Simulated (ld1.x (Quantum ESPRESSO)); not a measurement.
## What the settings do to the PAW potential of V

Base potential:

vanadium (V), PAW, made with ld1.x (Quantum ESPRESSO) 7.5 (PBE, scalar-relativistic). Core [Ne], reference 3s2 3p6 3d3 4s2 4p0. Waves: 3s (bound): rcut 1.30, rcutus 1.50 bohr; 4s (bound): rcut 1.30, rcutus 1.50 bohr; 3p (bound): rcut 1.45, rcutus 1.55 bohr; 4p (bound, empty): rcut 1.45, rcutus 1.55 bohr; 3d (bound): rcut 1.20, rcutus 1.40 bohr; 3d channel at 2.95 Ry: rcut 1.20, rcutus 1.40 bohr. Local part: all-electron potential smoothed inside 1.40 bohr (lloc = -1). Core correction: Bessel-smoothed model core inside 1.20 bohr. Augmentation charge: BESSEL, radius 1.25 bohr.

Cutoffs, loose and tight: the cutoffs (Ry, on a coarse ladder) from which the occupation-weighted sum of valence levels, in a spherical-Bessel basis at the reference potential, stays within 10 and 1 mRy of its value at 400 Ry. They do not see the model core or the augmentation charge, which bear on the density cutoff. Test errors are all-electron minus pseudo excitation energies from the reference, over the configurations 3s2 3p6 3d3 4s1 4p0; 3s2 3p6 3d3 4s0 4p0; 3s2 3p6 3d2 4s0 4p0; 3s2 3p6 3d3 4s1.5 4p0; 3s2 3p6 3d3 4s1 4p1; 3s2 3p6 3d3 4s0 4p1; 3s2 3p5 3d3 4s2 4p0. A dash means not determined; rows that change the core or the reference have their own tests.

Cutoffs are not given where the Bessel-basis levels miss the radial ones by over 6 mRy, ghosts where they miss by over 20 mRy; a channel whose overlap is not positive is not tested.

A file whose overlap is not positive is unfit for use, and its test errors describe a broken file.

```tsv
change	outcome	cutoff, loose	cutoff, tight	bound ghosts	largest test error (meV)
base	generated, overlap not positive	–	–	not determined (overlap not positive)	-15
type RRKJ; waves now 3s (bound): rc 1.50 bohr; 3p (bound): rc 1.55 bohr; 3d (bound): rc 1.40 bohr; local potential all-electron potential smoothed inside 1.25 bohr (lloc = -1)	failed: the pseudo-atom did not reach self-consistency	–	–	–	–
local potential all-electron potential smoothed inside 1.10 bohr (lloc = -1)	generated, overlap not positive	–	–	not determined (overlap not positive)	-5.1
reference 3s2 3p6 3d3 4s1.75 4p0	generated, overlap not positive	–	–	not determined (overlap not positive)	-18
core [Ne] 3s2, valence charge 11; reference 3p6 3d3 4s2 4p0; waves now 4s (bound): rcut 2.70, rcutus 3.10 bohr; 4s channel at 1.65 Ry: rcut 2.70, rcutus 3.10 bohr; 3p (bound): rcut 1.40, rcutus 1.50 bohr; 4p (bound): rcut 1.40, rcutus 1.50 bohr; 3d (bound): rcut 1.65, rcutus 1.80 bohr; 3d channel at 2.95 Ry: rcut 1.65, rcutus 1.80 bohr; local potential all-electron potential smoothed inside 2.95 bohr (lloc = -2); core correction Bessel-smoothed model core, default radius (core density twice the valence density)	generated	35 Ry	70 Ry	none	+0.3 over the solved tests; test run stopped at test 3 of 7 (negative rho)
augmentation BESSEL, radius 0.90 bohr	generated, overlap not positive	–	–	not determined (overlap not positive)	-17
functional PBEsol	generated, overlap not positive	–	–	not determined (overlap not positive)	-16
core correction Bessel-smoothed model core inside 1.00 bohr	generated, overlap not positive	–	–	not determined (overlap not positive)	-15
```

Question: What comes out with this change to the base: waves 3p (bound): rcut 1.08, rcutus 1.14 bohr; 4p (bound): rcut 1.08, rcutus 1.14 bohr?

Answer: outcome: generated; cutoff, loose: 60 Ry; cutoff, tight: 110 Ry; bound ghosts: none; largest test error (meV): -15.

Question: What comes out with this change to the base: waves 3d (bound): rcut 1.20, rcutus 1.98 bohr; 3d channel at 2.95 Ry: rcut 1.20, rcutus 1.98 bohr?

Answer: outcome: generated, overlap not positive; bound ghosts: not determined (overlap not positive); largest test error (meV): +7.3. A file whose overlap is not positive is unfit for use, and its test errors describe a broken file.
